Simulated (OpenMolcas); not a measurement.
Cu2+ (d9) in a complex was computed by CASSCF with the d shell active (OpenMolcas, ANO-RCC-VTZP on the metal). Its lowest spin-free states, and all those of the highest spin:

```
2S+1  Degeneracy  E (cm-1)
   2           1       0.0
   2           1      1875
   2           2      3206
   2           1      5137
```

Q: Is the site octahedral, tetrahedral or cube-like, axial, or of lower symmetry?

A: The states with 2S+1 = 2 have orbital degeneracies 1, 1, 2, 1. There are pairs but no triples, so the site is axial: not cubic, but with a proper or improper axis of order three or more. The run had Cu2+ with 5 ligands (chloride, oxide on the axis) in square pyramidal coordination (C4v) at 2.41 Å, the axial distance 2.029 Å. A charge of +0.8 e stands 2.8 Å behind each ligand. Ligand basis ANO-RCC-VDZP.

Ligand-to-metal charge-transfer states are missing. With metal d orbitals alone and no dynamic correlation the field as a rule comes out too small, by tens of per cent, by up to half for chloride and softer ligands, and the orbital part of g and χT, which goes as 1/10Dq, too large. No measured value stands beside these numbers; the geometry was imposed, not optimised, and the real ion may take another.
